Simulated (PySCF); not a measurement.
UHF on Sc²⁺ (scandium, charge +2)

Configuration: [Ar] 4s1, 2S determinant (an excited configuration). All numbers are calculated (PySCF 2.14, the spin-free X2C one-electron Hamiltonian (Gaussian nucleus), in aug-cc-pwCVTZ-DK with one added diffuse shell each of s, p, d, f, g type (11s10p8d5f4g, 152 functions)).

```json
{
 "Total energy": "-762.530988 hartree",
 "One-electron energy": "-1028.8358 hartree",
 "Hartree (Coulomb) energy": "304.1108 hartree",
 "Exchange energy": "-37.8060 hartree",
 "⟨S²⟩": "0.7502",
 "⟨L²⟩": "0.000",
 "Sum of ⟨r⟩": "14.65 bohr",
 "Sum of ⟨r²⟩": "22.93 bohr²",
 "Langevin diamagnetic susceptibility": "-18.2 ×10⁻⁶ cm³/mol"
}
```

| shell | electrons | mean orbital energy (eV) | rms radius, mean of both spins (bohr) |
| --- | --- | --- | --- |
| 1s α | 1 | -4561.5 | 0.0844 |
| 1s β | 1 | -4561.4 | 0.0844 |
| 2s α | 1 | -547.16 | 0.370 |
| 2s β | 1 | -546.95 | 0.370 |
| 2p α | 3 | -449.68 | 0.340 |
| 2p β | 3 | -449.60 | 0.340 |
| 3s α | 1 | -92.308 | 1.13 |
| 3s β | 1 | -91.820 | 1.13 |
| 3p α | 3 | -63.950 | 1.23 |
| 3p β | 3 | -63.752 | 1.23 |
| 4s α | 1 | -20.955 | 3.20 |

Densities and radii are taken from the X2C orbitals without a picture-change correction, which distorts them close to the nucleus.
